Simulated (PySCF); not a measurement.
C3H7Ga.
Atom-mapped SMILES: `[GaH2:1][CH:2]1[CH2:3][CH2:4]1` (hydrogens: H5, H6 on Ga1; H7 on C2; H8, H9 on C3; H10, H11 on C4)

Level of theory: PBE0-D3(BJ)/def2-SVP geometry optimisation, gas phase in PySCF 2.14.0.

Entries marked ? are missing. Bonds in one row agree within 0.01 Å.

```tsv
coordinate	value
Ga1–C2	?
C2–C3, C2–C4	?
C3–C4	?
Ga1–H5, Ga1–H6	1.575 Å
C2–H7	1.095 Å
C3–H8, C4–H11	1.095 Å
C3–H9, C4–H10	1.094 Å
C2–Ga1–H5	?
C2–Ga1–H6	?
H5–Ga1–H6	120.6°
Ga1–C2–C3	119.6°
Ga1–C2–H7	117.2°
C3–C2–C4	?
C3–C2–H7	114.4°
C2–C3–C4	60.8°
C2–C3–H8	118.8°
C2–C3–H9	117.2°
C4–C3–H8	118.3°
C4–C3–H9	?
H8–C3–H9	113.7°
```

Question: Estimate the withheld lengths and angles.

Answer: 
- Ga1–C2 = 1.945 Å, drawn single (ends: gallium bonded to C and 2 H; three-membered-ring carbon); 0.03 Å below the sum of covalent radii, 1.98 Å.
- C2–C3, C2–C4 = 1.519 Å, drawn single (both ends three-membered-ring carbon); equal to the sum of covalent radii, 1.52 Å.
- C3–C4 = 1.486 Å, drawn single (both ends three-membered-ring carbon); 0.03 Å below the sum of covalent radii, 1.52 Å.
- C2–Ga1–H5 = 122.7°, at the gallium bonded to C and 2 H; the outer atoms are 3.091 Å apart.
- C2–Ga1–H6 = 116.8°, at the gallium bonded to C and 2 H; the outer atoms are 3.006 Å apart.
- C3–C2–C4 = 58.5°, at the three-membered-ring carbon, inside a 3-membered ring; the outer atoms are 1.486 Å apart.
- C4–C3–H9 = 118.3°, at the three-membered-ring carbon; the outer atoms are 2.223 Å apart.

Radii are Cordero's, carbon taken as 0.76, 0.73 or 0.69 Å for four, three, and two or fewer neighbours.

Stationary, but not proved a minimum. One conformer, not necessarily the lowest (H–Ga1–C2–C3 -146° and 34°).

On an Arm Neoverse V1 with one thread, no GPU (shared host), this took 25 s wall and 0.45 GiB of memory at its peak. These figures are those of the optimisation.
